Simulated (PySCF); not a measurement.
# Zinc: a sound run and one with changed settings

Sound run: Zn⁺ [Ar] 3d10 4s1, Zn²⁺ [Ar] 3d10. Calculation: PySCF 2.14, in aug-cc-pVDZ-DK (7s6p4d2f, 59 functions); the spin-free X2C one-electron Hamiltonian (Gaussian nucleus). In the sound run the correlated levels freeze [Ar]. The sound run starts from symmetry-adapted Hartree-Fock orbitals and uses a fine grid where one is needed.

Changed run: basis STO-3G, all-electron and non-relativistic. This setting is unsound on purpose.

```json
{"species": "Zn⁺", "method": "UHF", "sound run (hartree)": "-1793.98041", "changed run (hartree)": "-1756.39912", "converged": "yes"}
{"species": "Zn⁺", "method": "PBE0", "sound run (hartree)": "-1795.32459", "changed run (hartree)": "-1757.33962", "converged": "yes"}
{"species": "Zn⁺", "method": "MN15", "sound run (hartree)": "-1796.76024", "changed run (hartree)": "-1755.45818", "converged": "yes"}
{"species": "Zn⁺", "method": "MP2", "sound run (hartree)": "-1794.39840", "changed run (hartree)": "-1756.37309", "converged": "yes"}
{"species": "Zn²⁺", "method": "UHF", "sound run (hartree)": "-1793.36104", "changed run (hartree)": "-1755.88982", "converged": "yes"}
{"species": "Zn²⁺", "method": "PBE0", "sound run (hartree)": "-1794.65148", "changed run (hartree)": "-1756.80088", "converged": "yes"}
{"species": "Zn²⁺", "method": "MN15", "sound run (hartree)": "-1796.09983", "changed run (hartree)": "-1754.95469", "converged": "yes"}
{"species": "Zn²⁺", "method": "MP2", "sound run (hartree)": "-1793.74337", "changed run (hartree)": "-1755.90174", "converged": "yes"}
```

Ionisation energy of Zn⁺:

| method | sound run (eV) | changed run (eV) |
| --- | --- | --- |
| UHF | 16.854 | 13.859 |
| PBE0 | 18.316 | 14.660 |
| MN15 | 17.971 | 13.701 |
| MP2 | 17.824 | 12.826 |
| SCS-MP2 | 17.674 | 12.970 |

A minimal basis cannot let orbitals breathe on ionisation and holds almost no correlation. The Hamiltonian changed with the basis, so the totals do not compare. A negative ionisation energy or a positive MP2 energy shows that the occupation asked for is not the lowest one in this basis.

For comparison, NIST gives 17.964 eV between the lowest levels.
